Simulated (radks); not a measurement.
Charge is removed step by step from the 3s1/2 level of Cl3+, starting from [Ne] 3s2 3p2. Calculated with a radial shooting solver on a logarithmic mesh with Libxc functionals: Dirac Kohn-Sham, PBE, spin-unpolarised, spherical densities, point nucleus; open shells fill j = l - 1/2 first.

| removed (e) | E - E(0) (eV) | eigenvalue (eV) | E minus straight line (eV) |
|---|---|---|---|
| 0 | 0.000 | -58.842 | 0.000 |
| 0.25 | 15.182 | -62.619 | -1.436 |
| 0.5 | 31.313 | -66.442 | -1.922 |
| 0.75 | 48.406 | -70.310 | -1.447 |
| 1 | 66.472 | -74.218 | 0.000 |

Removing the whole electron costs 66.472 eV by Delta-SCF, against 58.842 eV from minus the eigenvalue at the starting occupation. Slater's transition state (half an electron removed) gives 66.442 eV. Integrating minus the eigenvalue over the occupation (Janak's theorem) gives 66.472 eV. The mean slope of the eigenvalue, de/dn, is 15.4 eV per electron.
